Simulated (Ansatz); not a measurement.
Reactions of AlBrH$_{2}$SSi (`[Br][Al]1[SiH2][S]1`).

Computed with Ansatz on PBE0-D4/def2-TZVP structures; ΔE is electronic, products minus reactants. CCSD(T)/CBS adds triple-zeta CCSD(T) − MP2 to the extrapolated MP2 energy (def2 sets, frozen cores). This one scheme is used for every species, atoms too. Open shells (•) are unrestricted, without spin–orbit coupling. Spin–orbit coupling would lower the free atoms: a little for Al, S, Si; clearly for Br. For Br outer-core shells are correlated without core-valence functions, so the limit isn't a true one: a few kJ/mol of doubt a bond, and 10 to 20 or more in all where bonds break to atoms. Scalar relativity is left out up to krypton. One conformer a species, not always the lowest.

| reaction | HF/CBS(def2) (kcal/mol) | CCSD(T)/CBS(def2) (kcal/mol) |
| --- | --- | --- |
| `[Br][Al]1[SiH2][S]1` + BH₃ → `[BH2][Al]1[SiH2][S]1` + HBr | 43.6 | 39.8 |
| `[Br][Al]1[SiH2][S]1` + H₂ → `[AlH]1[SiH2][S]1` + HBr | 30.0 | 33.0 |
| `[Br][Al]1[SiH2][S]1` + NH₃ → `[NH2][Al]1[SiH2][S]1` + HBr | 18.0 | 17.8 |
| `[Br][Al]1[SiH2][S]1` → Al• + Br• + 2 H• + S• + Si• | 299.0 | 415.9 |
| `[Br][Al]1[SiH2][S]1` + H–F → `[F][Al]1[SiH2][S]1` + HBr | -4.4 | -2.2 |

Largest T1 diagnostic: 0.018, for Al•.
